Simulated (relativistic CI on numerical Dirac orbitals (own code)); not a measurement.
## Hyperfine structure of Sn XVIII, mass number 117

Method of calculation: Dirac-Coulomb-Breit CI, orbitals from a KLI potential per configuration, model QED (radiative potential, 1s self-energy scaled to tabulated hydrogen-like ionisation energies), unscaled Slater integrals (own radial code, finite nucleus).

Configurations in the expansion (outside the closed core [Ar] 3d10): 4s²4p³, 4s4p⁴, 4p⁵, 4s²4p²4d, 4s4p³4d, 4s²4p²4f, 4s4p³4f, 4p⁴4d, 4s4p²4d², 4s²4p4d4f, 4s²4p²5s, 4p⁴4f, 4s²4p4d², 4s²4d³, 4s4p4d³, 4s²4d²4f, 4s4p4d²4f, 4s²4d²5s, 4p³4d², 4p²4d³, 4p²4d²4f, 4p²4d²5s. Double excitations out of closed p, d and f shells are left out; levels of such configurations are missing from the list, as are those of other unlisted configurations, and high levels can miss mixing partners.

Nuclear spin I = 1/2, μ = -0.9995 μN (tables of Stone and Pyykkö). The electronic factors are computed for point nuclear moments, without core polarisation or the Bohr-Weisskopf and QED corrections.

| Level | E (eV) | A (GHz) |
| --- | --- | --- |
| 4s²4p³ ²D°3/2 | 8.0655 | -4.613 |
| 4s²4p³ ²D°5/2 | 10.6521 | -41.21 |
| 4s²4p³ ²P°1/2 | 14.5016 | -124.4 |
| 4s²4p³ ²P°3/2 | 22.2501 | -21.54 |
| 4s4p⁴ ⁴P5/2 | 48.9843 | -95.44 |
| 4s4p⁴ ⁴P3/2 | 54.5368 | -34.03 |
| 4s4p⁴ ⁴P1/2 | 55.3219 | -274.7 |
| 4s4p⁴ ²D3/2 | 61.3468 | -9.59 |

Levels with J = 0, under 50 % of one LS term, or S terms without an open s electron are left out. Small factors come from cancelling terms and can be off by tens of per cent or more.

At this charge energies of transitions that change n are usually good to better than 1 %, and those within a shell (Δn = 0) to a few per cent.

Question: Give the hyperfine levels of 4s²4p³ ²P°1/2 relative to its centre of gravity.

Answer: With K = F(F + 1) − I(I + 1) − J(J + 1), E = AK/2: F = 0: 93.31, F = 1: -31.1 GHz.

LS names give the leading component of a level, which can be under half, so a name can repeat, a term be missing and a line seem to break the LS rules.
